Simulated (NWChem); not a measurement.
BeSiH4Se; SMILES [SiH3][Be][SeH]

```xyz
7

Be    -0.0175    -0.5843     0.0057
Se    -0.0332     1.4578     0.0000
H      1.4416     1.4580    -0.0005
Si    -0.0146    -2.7651     0.0001
H     -1.1915    -3.3200    -0.7464
H     -0.0618    -3.3413     1.3836
H      1.2161    -3.3136    -0.6599
```
Atoms are numbered in this order, from 1.

Computed with NWChem. Coordinates come from a PBE0/def2-SVP optimisation.

Task: Taking PBE0/pcseg-2 as the yardstick, which of these has the fewest basis functions while keeping “highest occupied level (eV)” within 0.2 eV of it: PBE0/def2-SVP; PBE0/STO-3G; PBE0/aug-pcseg-1; PBE0/pcseg-1?

Result: PBE0/pcseg-1.
```tsv
level	basis functions	highest occupied level (eV)
PBE0/STO-3G	36	-5.24
PBE0/pcseg-1	74	-7.45
PBE0/def2-SVP	79	-7.40
PBE0/aug-pcseg-1	112	-7.45
PBE0/pcseg-2	148	-7.47
```

The yardstick is one finite set, not the basis-set limit.
